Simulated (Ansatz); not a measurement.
Ideal-gas functions of Cl₃FSW (`[F][W](=[S])([Cl])([Cl])[Cl]`) at 600 K and 1 bar, from an Ansatz frequency run at PBE0-D4/def2-TZVP.

Molar mass 341.26 g/mol, point group Cs (symmetry number 1), electronic degeneracy 1, moments of inertia 411.91, 514.004, 581.08 u Å². Harmonic wavenumbers (cm⁻¹, unscaled): 74, 156, 158, 173, 181, 208, 274, 350, 394, 406, 592, 664.

Use S(trans) = R[1.5 ln M + 2.5 ln T − 1.1517]; rotational temperatures θ = 24.2544 K / I; S(rot) = R[ln(√π/σ · √(T³/θAθBθC)) + 1.5]; for each mode x = 1.438777 ν̃/T, S = R[x/(eˣ − 1) − ln(1 − e⁻ˣ)] and H = RT x/(eˣ − 1); 1 cm⁻¹ = 0.0119627 kJ/mol; R = 8.31446 J/(mol·K).

Task: By hand: the entropy, in J/(mol·K).

Result: Translation 196.1. Rotation: θ = 0.0589, 0.0472, 0.0417 K, giving 134.7. Vibration, mode by mode: 22.70, 16.54, 16.43, 15.69, 15.32, 14.18, 11.95, 10.01, 9.09, 8.86, 6.07, 5.27, in all 152.1. Electronic 0.0. Sum 482.9 J/(mol·K).

Task: By hand: H − E and G − E in kJ/mol, counted from the electronic energy.

Result: Zero-point energy ½ × 3630 × 0.0119627 = 21.7; thermal vibration 41.6; translation, rotation and pV give 4 RT = 20.0. H − E = 83.3 kJ/mol, and G − E = 83.3 − 600 × 482.9/1000 = -206.4 kJ/mol.

Vibration gives 31 % of the entropy, 22.7 J/(mol·K) of it from the mode under 150 cm⁻¹: soft modes count most, and the harmonic formula is weakest for them.
